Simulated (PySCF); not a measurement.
# Worked example: chemical shift, span and skew from a shielding tensor

Ga(H)(Br)(NMe2) (C2H7BrGaN), SMILES C[N](C)[GaH][Br]. Atoms are numbered in the order given.

```xyz
12

Ga     0.7834    -0.2459     0.0000
H      2.3308    -0.3459     0.0000
Br    -0.2789     1.7913     0.0000
N     -0.3144    -1.6876     0.0000
C     -1.7527    -1.6176     0.0000
C      0.2092    -3.0300     0.0000
H     -2.1839    -2.1146     0.8909
H     -2.1839    -2.1146    -0.8909
H     -2.0920    -0.5717     0.0000
H     -0.1219    -3.5997    -0.8905
H     -0.1219    -3.5997     0.8905
H      1.3104    -3.0263     0.0000
```
Charge 0, spin multiplicity 1.

Coordinates come from a PBE0-D3(BJ)/def2-SVP optimisation. One conformer was computed; it need not be the lowest.

GIAO shieldings from PySCF with HF/pcSseg-1, non-relativistic, no solvent. The symmetric part of the tensor of C5 has the principal values 132.7, 140.7, 186.2 ppm. The same nucleus in TMS has σ = 192.6 ppm at this level (PySCF, at its B3LYP-D3(BJ)/def2-TZVP geometry). Without spin–orbit terms, shifts of atoms bonded to Cl or Br come out too high.

Problem. Work out the isotropic shielding, the ¹³C shift against TMS, the span and the skew.

Solution. 
σ(iso) = (σ11 + σ22 + σ33)/3 = 153.2 ppm. δ = σ(ref) − σ(iso) = 192.6 − (153.2) = 39.4 ppm.
Span Ω = σ33 − σ11 = 53.5 ppm. Skew κ = 3(σ(iso) − σ22)/Ω = 0.70. Tumbling in solution averages the tensor to δ; in a static solid the shielding alone would spread this spin-1/2 line over Ω.
